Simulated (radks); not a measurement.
Trend from Zn3+ to Hg3+: ionisation energy by Delta-SCF between NIST ground configurations, and size. All-electron calculation, scalar-relativistic Kohn-Sham, LDA (Slater exchange, Perdew-Wang correlation), spin-unpolarised, spherical densities, finite nucleus; Fermi nuclear charge, rms radius of each element as measured or else 0.836 A^(1/3) + 0.57 fm. Program: a radial shooting solver on a logarithmic mesh with Libxc functionals.

| species | configuration | configuration of the ion | IE (eV) | NIST (eV) | kind | outermost | <r> outermost (bohr) | r at 0.001 e/bohr^3 (bohr) |
|---|---|---|---|---|---|---|---|---|
| Zn3+ | [Ar] 3d9 | [Ar] 3d8 | 62.156 | 59.57 | exp. | 3d | 0.820 | 2.61 |
| Cd3+ | [Kr] 4d9 | [Kr] 4d8 | 54.286 | 51 | theory | 4d | 1.20 | 3.03 |
| Hg3+ | [Xe] 4f14 5d9 | [Xe] 4f14 5d8 | 50.043 | 48.6 | exp. | 5d | 1.39 | 3.24 |

Reference values: NIST Atomic Spectra Database (exp. = measured, semi-emp. = semi-empirical, theory = theoretical value adopted there). Spin polarisation and multiplet splitting are left out, so open shells lie too high by an amount that depends on their filling. Spin-orbit splitting is averaged out at the scalar-relativistic level.

Beside tabulated values, note that spin-unpolarised runs miss the spin-polarisation part of the exchange energy of open shells.
